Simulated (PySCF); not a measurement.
Te(Br)(Me) (CH3BrTe), SMILES C[Te]Br.

The structure is a stationary point at PBE0-D3(BJ)/def2-SVP. The def2 effective core potentials stand for the cores of Te; spin–orbit coupling is left out.

The numbers are results of PBE0/def2-TZVPD (PySCF), not measurements.

Computed frontier levels, gap, dipole moment and polarisability:
```
Item                                                                                                           Result
---------------------------------------------------------------------------------------------  ----------------------
highest occupied level                                                                                       -6.21 eV
lowest empty level                                                                                           -2.52 eV
orbital gap                                                                                                   3.69 eV
dipole moment                                                                                                  2.39 D
quadrupole, principal values (traceless, Buckingham form, about the centre of nuclear charge)   -5.10, 0.55, 4.55 D·Å
mean static polarisability                                                                      78.5 bohr³ (11.63 Å³)
polarisability, principal values                                                               63.1, 75.6, 96.7 bohr³
```
